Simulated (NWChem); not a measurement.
CH₄Si, singlet; SMILES C[SiH]

Results from NWChem. Low-valent species are run as closed-shell singlets; no triplet was tried in these runs. All runs use the structure optimised with PBE0/def2-SVP. Gas phase, vertical.

PBE0/def2-SVPD, TDA puts singlet state 3 at 5.77 eV with oscillator strength 0.097.

### Question
Give the wavelength, the transition dipole and the radiative lifetime of that state in vacuum.

### Answer

1. λ = 1239.84/5.77 = 215 nm, or 46540 cm⁻¹.
2. f = (2/3) ΔE μ² in atomic units, so μ = √(1.5 f/ΔE) = 0.83 a.u. = 2.11 D.
3. τ = 1.499 s cm⁻² / (f ν²) = 7.1 ns, for a non-degenerate state that emits at the vertical energy; a higher state like this one mostly decays faster by other paths.
